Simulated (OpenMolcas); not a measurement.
## Computed transition rates of neutral silicon

```
Program             : OpenMolcas
Method              : MS-RASPT2, IPEA 0.25 Eh, imaginary shift 0.1 Eh (closed shells correlated: 2s 2p 3s)
Basis               : ANO-RCC [8s7p5d4f2g]
Scalar Hamiltonian  : DKH2, point nucleus
Active space        : 2 electrons in 9 orbitals (RAS2 3p; RAS3 3d 4s, at most 1 electron)
State averaging     : 2S+1 = 3 even, 3 roots; 2S+1 = 1 even, 6 roots; 2S+1 = 3 odd, 18 roots; 2S+1 = 1 odd, 18 roots
Spin-orbit coupling : RASSI with atomic mean-field integrals over the reference wave functions, term energies averaged over their components
```

Rates come from the transition moments of the reference wave functions (E1 and E2 in the length form). At fixed line strength A goes as λ^-3 for E1 and M1 and as λ^-5 for E2, so a rate at the computed wavelength can be rescaled to the measured one. Measured vacuum wavelengths follow from level energies in NIST Handbook of Basic Atomic Spectroscopic Data. Branching counts decays inside the model space alone, at computed energies, and the table is only a selection of the E1 lines, drawn from those between levels with measured partners whose computed energy lies within a factor of 1.5 of the measured one.

```json
{"Upper": "3s² 3p 4s ¹P°₁", "Lower": "3s² 3p² ¹S₀", "Type": "E1", "λ computed (nm)": "452.9", "λ measured (nm)": "390.7", "A computed (s-1)": "7.80e+06", "A rescaled (s-1)": "1.21e+07", "Branching %": "2.5"}
{"Upper": "3s² 3p 4s ³P°₁", "Lower": "3s² 3p² ¹D₂", "Type": "E1", "λ computed (nm)": "295", "λ measured (nm)": "298.9", "A computed (s-1)": "1.94e+06", "A rescaled (s-1)": "", "Branching %": "0.7"}
{"Upper": "3s² 3p 4s ¹P°₁", "Lower": "3s² 3p² ¹D₂", "Type": "E1", "λ computed (nm)": "284.7", "λ measured (nm)": "288.2", "A computed (s-1)": "2.98e+08", "A rescaled (s-1)": "2.87e+08", "Branching %": "96.9"}
{"Upper": "3s² 3p 4s ³P°₁", "Lower": "3s² 3p² ³P₂", "Type": "E1", "λ computed (nm)": "251.7", "λ measured (nm)": "252.9", "A computed (s-1)": "1.09e+08", "A rescaled (s-1)": "1.07e+08", "Branching %": "41.2"}
{"Upper": "3s² 3p 4s ³P°₀", "Lower": "3s² 3p² ³P₁", "Type": "E1", "λ computed (nm)": "251.3", "λ measured (nm)": "252.5", "A computed (s-1)": "2.63e+08", "A rescaled (s-1)": "2.59e+08", "Branching %": "100.0"}
{"Upper": "3s² 3p 4s ³P°₁", "Lower": "3s² 3p² ³P₁", "Type": "E1", "λ computed (nm)": "250.9", "λ measured (nm)": "252", "A computed (s-1)": "6.56e+07", "A rescaled (s-1)": "6.47e+07", "Branching %": "24.8"}
{"Upper": "3s² 3p 4s ³P°₂", "Lower": "3s² 3p² ³P₂", "Type": "E1", "λ computed (nm)": "250.6", "λ measured (nm)": "251.7", "A computed (s-1)": "1.99e+08", "A rescaled (s-1)": "1.96e+08", "Branching %": "74.8"}
{"Upper": "3s² 3p 4s ³P°₁", "Lower": "3s² 3p² ³P₀", "Type": "E1", "λ computed (nm)": "250.5", "λ measured (nm)": "251.5", "A computed (s-1)": "8.81e+07", "A rescaled (s-1)": "8.71e+07", "Branching %": "33.3"}
{"Upper": "3s² 3p 4s ³P°₂", "Lower": "3s² 3p² ³P₁", "Type": "E1", "λ computed (nm)": "249.8", "λ measured (nm)": "250.8", "A computed (s-1)": "6.73e+07", "A rescaled (s-1)": "6.65e+07", "Branching %": "25.2"}
```

Spin-changing lines and M1 lines between different terms are not rescaled, since their strength hangs on the term gaps too.

The largest correction is for 3s² 3p 4s ¹P°₁ → 3s² 3p² ¹S₀ (E1): 7.80e+06 × (452.9 / 390.7)^3 = 1.21e+07 s-1, a factor of 1.56.

The computed rate and branching of 3s² 3p 4s ³P°₀ → 3s² 3p² ³P₁ give the upper level a radiative lifetime of 1.000 / 2.63e+08 s-1 = 3.80e-09 s, counting decays inside the model space alone. The rescaled rate gives about 3.9e-09 s.

No measured rate stands beside these. Rescaling mends the energy factor alone: line strengths can still be far off where a level mixes with configurations outside the active space, and weak or spin-changing lines hang on small mixing coefficients that depend on the term gaps too, so rescaling need not improve them.

Term energies are means over components that CASPT2 splits; among the terms shown or strongly mixed into the levels shown the widest spread is 120 cm-1 (3s² 3p² ¹D). ANO sets are built for valence states and can reach diffuse excited orbitals poorly, and with the s shell closed the s pⁿ⁺¹ terms that mix with these levels are absent. With the s shell closed, the reference lacks s² → p² mixing. Some terms miss by over 15 % even with CASPT2, which points to a basis or an active space too small for the shells correlated. Computed and measured levels are paired by configuration, term and J; levels that our copy of the source lacks, or whose pairing is in doubt (as where it misses far off the trend of its configuration), stay unpaired. Levels of configurations outside the active space are missing.

° marks odd parity.
